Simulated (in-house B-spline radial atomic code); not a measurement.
Response of As IV (As3+) as one setting changes: the radius of a hard wall (bohr). Method: PBE0. A dash marks a strongly mixed or unbound state. A box has no continuum, so excitations may lie above minus the highest level. Computed with a B-spline radial code for spherical atoms: linear response of the closed shell [Ar] 3d10 4s2 with the functional's adiabatic kernel; scalar-relativistic (spin-free one-electron X2C), finite nucleus, no spin-orbit coupling, no double excitations, S, P, D and F terms only; shells from n = 2 respond. Only terms of natural parity with L up to 3 were computed.

| radius of a hard wall (bohr) | lowest 1P (eV) | lowest 3P, Tamm-Dancoff (eV) | minus highest occupied level (eV) | α (bohr³) |
| --- | --- | --- | --- | --- |
| 2.5 | 4s → 4p 20.129 | 4s → 4p 14.208 | 33.12 | 2.969 |
| 3 | ? | ? | ? | ? |
| 3.5 | ? | ? | ? | ? |
| 4 | 4s → 4p 14.617 | 4s → 4p 10.081 | 45.09 | 6.213 |
| 4.5 | 4s → 4p 14.214 | 4s → 4p 9.832 | 45.43 | 6.654 |
| 5.5 | 4s → 4p 13.962 | 4s → 4p 9.695 | 45.56 | 6.947 |
| 6.5 | 4s → 4p 13.925 | 4s → 4p 9.678 | 45.57 | 6.988 |
| 8 | 4s → 4p 13.920 | 4s → 4p 9.677 | 45.57 | 6.992 |
| 10 | 4s → 4p 13.920 | 4s → 4p 9.677 | 45.57 | 6.992 |
| 15 | 4s → 4p 13.920 | 4s → 4p 9.677 | 45.57 | 6.992 |

Task: What belongs in the row for 3.5?

Result: lowest 1P (eV): 4s → 4p 15.452; lowest 3P, Tamm-Dancoff (eV): 4s → 4p 10.645; minus highest occupied level (eV): 44.10; α (bohr³): 5.433.

Task: What belongs in the row for 3?

Result: lowest 1P (eV): 4s → 4p 17.081; lowest 3P, Tamm-Dancoff (eV): 4s → 4p 11.831; minus highest occupied level (eV): 41.28; α (bohr³): 4.301.
